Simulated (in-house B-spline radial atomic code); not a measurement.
BHandHLYP excitations of the oxygen ion O⁶⁺

Method: BHandHLYP. Computed with a B-spline radial code for spherical atoms: linear response of the closed shell 1s2 with the functional's adiabatic kernel; scalar-relativistic (spin-free one-electron X2C), finite nucleus, no spin-orbit coupling, no double excitations, S, P, D and F terms only.

Command:
```bash
python run_td.py task.json out
```
Settings (radii: box in bohr, nucleus in fm):
```
Z                        8
electrons                2
configuration            1s2
hamiltonian              x2c
method                   bhandhlyp
box_radius               14.35
rms_radius               2.6991
intervals                72
```

Time taken, with all properties: 0.2 s on 1 thread of Intel(R) Xeon(R) Platinum 8488C (Sapphire Rapids), with other jobs on the host.

The lowest states, in the order of their Tamm-Dancoff energies; the method's threshold (minus the highest occupied level) is 716.97 eV. Labels give the largest channel, * marks a mixed state, and oscillator strengths are full-response dipole values. Semilocal kernels can invert the small singlet-triplet splittings of Rydberg terms. Energies in eV:

| state | full response | Tamm-Dancoff | oscillator strength |
| --- | --- | --- | --- |
| 1s → 2s 3S | 544.98 | 545.04 | - |
| 1s → 2p 3P | 554.23 | 554.28 | - |
| 1s → 2s 1S | 557.73 | 557.85 | - |
| 1s → 2p 1P | 564.46 | 564.52 | 0.646 |
| 1s → 3s 3S | ? | ? | - |
| 1s → 3d 3D | 648.91 | 648.91 | - |
| 1s → 3p 3P | ? | ? | - |
| 1s → 3s 1S | 649.69 | 649.72 | - |
| 1s → 3d 1D | 650.49 | 650.50 | - |
| 1s → 3p 1P | 651.56 | 651.57 | 0.139 |

Problem. Where does 1s → 3p 3P lie?

Solution. At 649.61 eV in full response, 649.62 eV in Tamm-Dancoff.

Problem. Where does 1s → 3s 3S lie?

Solution. At 647.07 eV in full response, 647.08 eV in Tamm-Dancoff.

Problem. How large is the singlet-triplet splitting of 1s → 2s (S terms) in Tamm-Dancoff?

Solution. 12.8 eV, from the unrounded values.

Problem. What polarisabilities and dispersion coefficient does the method give?

Solution. Dipole 0.002674 bohr³, quadrupole 0.0001672 bohr⁵, C6 0.0001312 hartree·bohr⁶ for two such species.
